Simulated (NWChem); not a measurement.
System: CHClFNOSi; SMILES N#CO[Si@@H](F)Cl

NWChem input:

```
start job
memory heap 200 mb stack 900 mb global 1100 mb
geometry units angstroms noautoz
  N      0.266704    -3.275040    -0.112462
  C      0.370825    -2.135201     0.078150
  O      0.517917    -0.880952     0.305119
  Si    -0.360846     0.395406    -0.368878
  F     -1.766700     0.456419     0.395614
  Cl     0.717376     2.052857     0.036466
  H     -0.573971     0.153438    -1.802658
end
basis spherical
  * library 6-31+g*
end
dft
  xc pbe0
  iterations 150
  mulliken
end
task dft energy
```

Structure relaxed at the PBE0/def2-SVP level.

Give the results of this calculation. (PBE0/6-31+G* (spherical d).) Quantities: basis functions; energy (Ha); highest occupied level (eV); orbital gap (eV); dipole (D).


```
Property                        Value
---------------------------  --------
number of basis functions         118
energy (Ha)                  -1017.75
highest occupied level (eV)     -9.26
orbital gap (eV)                 8.67
dipole (D)                       3.79
```
